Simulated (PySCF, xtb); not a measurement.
silolane (C4H10Si), SMILES C1CC[SiH2]C1. One conformer was computed; it need not be the lowest.

Harmonic wavenumbers (cm⁻¹) from GFN2-xTB (xtb) at its own minimum, in rising order: 120, 261, 400, 455, 511, 520, 646, 703, 724, 750, 781, 816, 897, 930, 963, 1030, 1055, 1108, 1124, 1200, 1218, 1274, 1278, 1325, 1338, 1483, 1488, 1499, 1509, 2236, 2243, 2955, 2960, 2974, 2977, 2979, 2985, 3008, 3010.

Q: What does B3LYP-D3(BJ)/def2-SVP (PySCF) give at its own minimum? (Estimate from the structure and the level; the computed values follow.)

A: 109, 271, 418, 457, 528, 572, 653, 678, 765, 775, 846, 864, 900, 953, 956, 970, 1041, 1047, 1099, 1173, 1217, 1272, 1272, 1330, 1347, 1427, 1430, 1465, 1477, 2206, 2207, 3018, 3021, 3042, 3042, 3071, 3076, 3106, 3107. Paired by order, the mean absolute difference is 37 cm⁻¹ and the zero-point energies are 79.7 and 80.4 kcal/mol.
